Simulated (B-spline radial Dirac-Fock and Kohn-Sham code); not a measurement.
Dipole and non-dipole photoemission parameters of Hf 4p3/2

System: atomic hafnium in the configuration [Xe] 4f14 5d2 6s2; threshold 380.7 eV (tabulated edge). Model: Dirac-Hartree-Slater photoionisation with a Latter tail; cross sections with all multipoles, angular parameters from the dipole term and its interference with E2. Program: a B-spline atomic structure program.

Input file task.json (cfg lists n, l and occupation; rrms is the nuclear radius in fm):

```json
{"items": [{
  "Z": 72,
  "q": 0,
  "cfg": [[1, 0, 2], [2, 0, 2], [2, 1, 6], [3, 0, 2], [3, 1, 6], [3, 2, 10], [4, 0, 2], [4, 1, 6], [4, 2, 10], [4, 3, 14], [5, 0, 2], [5, 1, 6], [5, 2, 2], [6, 0, 2]],
  "A": 180,
  "rrms": 5.347,
  "do": "xps",
  "hv": [58.4, 62.9, 87.2, 100, 110.0, 117.0, 132.0, 140.0, 213.0, 260.0, 325.0, 400, 600, 656.0, 921.0, 1000, 1020.0, 1120.0, 1253.6, 1490.0, 1990.0, 2300.0, 2984.4, 3540.0, 5070.0, 5520.0, 6490.0, 9251.7, 11300.0, 15000],
  "edges": {"K": 65351.0, "L1": 11271.0, "L2": 10739.0, "L3": 9561.0, "M1": 2601.0, "M2": 2365.0, "M3": 2107.0, "M4": 1716.0, "M5": 1662.0, "N1": 538.0, "N2": 438.2, "N3": 380.7, "N4": 220.0, "N5": 211.5, "O1": 64.2}
}]}
```

Launch: `python xray2_run.py task.json out`

```tsv
hν (eV)	σ (kb)	β	γ	δ
400	256	-0.924	-0.132	0.056
600	198	0.607	0.064	0.077
656	184	0.788	0.158	0.067
921	129	1.234	0.321	0.029
1000	116	1.307	0.318	0.022
1020	113	1.323	0.315	0.021
1120	101	1.391	0.295	0.015
1253.6	?	?	?	?
1490	66.9	1.547	0.180	0.004
1990	42.0	1.646	0.047	0.001
2300	32.7	1.680	-0.004	0.001
2984.4	20.3	1.720	-0.044	0.003
3540	14.5	1.734	-0.026	0.005
5070	6.93	1.737	0.137	0.010
5520	5.76	1.733	0.200	0.011
6490	4.02	1.720	0.347	0.014
9251.7	1.75	1.671	0.765	0.023
11300	1.07	1.632	1.050	0.031
15000	0.517	1.563	1.501	0.048
```

Q: Give the values at Mg Kα (1253.6 eV).

A: σ = 86.2 kb, β = 1.461, γ = 0.257, δ = 0.009.

Values without a named source are computed, but for edge energies of neutral atoms, which are taken from tables.
